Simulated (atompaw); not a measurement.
**hydrogen (H): one change to a PAW (atompaw) potential, before and after**

H, PAW, made with atompaw 4.2.0.5 (PBE, scalar-relativistic). Core none, reference 1s1. Waves: 1s (bound): rc 0.95 bohr; 1s channel at -0.1 Ry: rc 0.95 bohr; 2p channel at 0.4 Ry: rc 0.80 bohr; 2p channel at 2.25 Ry: rc 0.95 bohr. Local part: troulliermartins scheme with l = 2 at 0 Ry, radius 0.75 bohr. Core correction: none. Augmentation charge: gaussian compensation charge, radius 0.90 bohr; PAW radius 0.95 bohr; waves and projectors: custom polynom gramschmidtortho.

All-electron outer shells of the reference configuration (PBE, scalar-relativistic, ld1.x):

| shell | level (eV) | outermost node (bohr) | outermost maximum (bohr) |
| --- | --- | --- | --- |
| 1s | -6.49 | – | 1.03 |

Change: all radii scaled by about 0.73 (s 0.70, p 0.58 bohr); local potential troulliermartins scheme with l = 2 at 0 Ry, radius 0.54 bohr; augmentation gaussian compensation charge, radius 0.66 bohr; PAW radius 0.70 bohr; waves and projectors: custom polynom gramschmidtortho.

Cutoffs: the cutoffs (Ry, on a coarse ladder) from which the occupation-weighted sum of valence levels, in a spherical-Bessel basis at the reference potential, stays within 10 and 1 mRy of its value at 400 Ry; they do not see the model core or the augmentation charge, which bear on the density cutoff.

Problem. What does the change do?

Solution. The potential gets harder (18 Ry and 35 Ry → 25 Ry and 50 Ry); neither file shows a bound ghost. A smaller radius makes the pseudo-wave follow the all-electron one further in, where it bends more sharply, so more plane waves are needed.

| quantity | base | changed |
| --- | --- | --- |
| cutoff, loose | 18 Ry | 25 Ry |
| cutoff, tight | 35 Ry | 50 Ry |
| bound ghosts | none | none |
| lowest overlap eigenvalue by channel | s 0.99, p 0.74 | s 0.99, p 0.63 |

 The cutoffs see the waves, projectors and local potential, not the compensation charge or the core.
